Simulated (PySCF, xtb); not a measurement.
Ti(I)2(NH2)2 (H₄I₂N₂Ti), SMILES [I][Ti]([I])([NH2])[NH2], multiplicity 1.

GFN2-xTB run with xtb at its own geometry gives an orbital gap of 2.39 eV and a dipole moment of 8.55 D.

Geometry optimised at B3LYP-D3(BJ)/def2-SVP. The spin state was assumed, not searched. The def2 effective core potentials stand for the cores of I; spin–orbit coupling is left out. The values are those of a single conformer.

### Question
What does r2SCAN/def2-TZVP in PySCF give? (Estimate from the structure and the level; the computed values follow.)

### Answer
gap 2.89 eV (levels -6.35 and -3.45 eV), dipole 3.69 D.
